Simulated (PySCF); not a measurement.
Compound: C7H10P2.
Numbering: `[CH3:1][PH:2][c:3]1[cH:4][cH:5][cH:6][cH:7][c:8]1[PH2:9]`

Structure used (GFN2-xTB), in Å, numbered top down from 1:
```xyz
19
C7H10P2 angstrom
C      3.0142   -0.2220    0.2930
P      1.7011    1.0378   -0.0430
C      0.1783    0.0335    0.0102
C      0.0405   -1.3069    0.3251
C     -1.2210   -1.8852    0.3123
C     -2.3377   -1.1314   -0.0046
C     -2.2107    0.2200   -0.2901
C     -0.9577    0.8051   -0.2575
P     -0.5822    2.5566   -0.5872
H      2.9100   -1.0961   -0.3473
H      2.9694   -0.5207    1.3397
H      3.9824    0.2426    0.1109
H      1.8193    0.9912   -1.4372
H      0.9025   -1.9070    0.5767
H     -1.3295   -2.9339    0.5493
H     -3.3139   -1.5938   -0.0200
H     -3.0822    0.8148   -0.5272
H     -0.5816    2.9431    0.7522
H     -1.9107    2.9616   -0.7628
```

Probes without a nucleus sit at each ring's centroid and 1 Å off its mean plane on both sides; NICS is minus the shielding there, NICSzz its component along the normal. Level: GIAO PBE0/pcSseg-1 (PySCF, non-relativistic, gas phase) on the GFN2-xTB geometry, one conformer.

Ring bond lengths (Å), with Mayer bond orders in brackets: C3–C4 1.384 (1.41), C4–C5 1.388 (1.43), C5–C6 1.384 (1.44), C6–C7 1.387 (1.42), C7–C8 1.383 (1.44), C8–C3 1.399 (1.40).

**Question.** Give the NICS values of each ring in ppm.

**Answer.** 
```csv
ring,type,NICS(0),"NICS(1), two faces","NICS(1)zz, two faces",rms pucker (Å),"centre to ring atoms, mean (Å)"
C3–C4–C5–C6–C7–C8,6-membered carbocycle; formal bonds all aromatic,-7.4,-10.7 / -10.8,-26.1 / -26.7,0.01,1.39
```

**Question.** What do they say, and how far can they be read as aromaticity?

**Answer.** 
- C3–C4–C5–C6–C7–C8: mean NICS(1)zz -26.4 ppm, shielded. The ring is flat and has no four-coordinate atom; by the NICS criterion it is aromatic.

**Question.** And the bond-length index? HOMA takes Krygowski's 1993 parameters.

**Answer.** 
- C3–C4–C5–C6–C7–C8: HOMA 0.99 = 1 − EN − GEO, with mean bond length 1.387 Å, EN = α(Ropt − mean)² = 0.000 and GEO = α × variance = 0.008. The geometric and the magnetic index point the same way.

**Question.** Give the inner angles of the rings and the Hirshfeld charges of the ring atoms.

**Answer.** 
- C3–C4–C5–C6–C7–C8: C3 119.8° (-0.058 e), C4 119.5° (-0.052 e), C5 120.6° (-0.048 e), C6 120.3° (-0.048 e), C7 119.4° (-0.051 e), C8 120.4° (-0.056 e); sum 719.9° against 720° for a flat convex ring.

**Question.** What are the shieldings of the ring atoms and their hydrogens in the same run (means over atoms taken as equivalent)?

**Answer.** 
```json
{"atoms": "C3", "environment": "substituted aromatic carbon", "σ isotropic (ppm)": "40.3", "principal values of the symmetric part, first atom (ppm)": "-60.8, 13.4, 168.3"}
{"atoms": "C4", "environment": "aromatic CH carbon", "σ isotropic (ppm)": "55.6", "principal values of the symmetric part, first atom (ppm)": "-55.4, 41.5, 180.6"}
{"atoms": "C5", "environment": "aromatic CH carbon", "σ isotropic (ppm)": "52.7", "principal values of the symmetric part, first atom (ppm)": "-58.3, 39.4, 177.1"}
{"atoms": "C6", "environment": "aromatic CH carbon", "σ isotropic (ppm)": "53.4", "principal values of the symmetric part, first atom (ppm)": "-56.6, 40.4, 176.3"}
{"atoms": "C7", "environment": "aromatic CH carbon", "σ isotropic (ppm)": "48.8", "principal values of the symmetric part, first atom (ppm)": "-57.3, 45.5, 158.1"}
{"atoms": "C8", "environment": "substituted aromatic carbon", "σ isotropic (ppm)": "43.8", "principal values of the symmetric part, first atom (ppm)": "-59.3, 26.6, 163.9"}
{"atoms": "H14", "environment": "aromatic hydrogen", "σ isotropic (ppm)": "24.33", "principal values of the symmetric part, first atom (ppm)": "19.7, 23.1, 30.2"}
{"atoms": "H15", "environment": "aromatic hydrogen", "σ isotropic (ppm)": "24.17", "principal values of the symmetric part, first atom (ppm)": "20.6, 24.7, 27.2"}
{"atoms": "H16", "environment": "aromatic hydrogen", "σ isotropic (ppm)": "24.28", "principal values of the symmetric part, first atom (ppm)": "20.9, 25.0, 26.9"}
{"atoms": "H17", "environment": "aromatic hydrogen", "σ isotropic (ppm)": "23.98", "principal values of the symmetric part, first atom (ppm)": "19.7, 23.5, 28.7"}
```
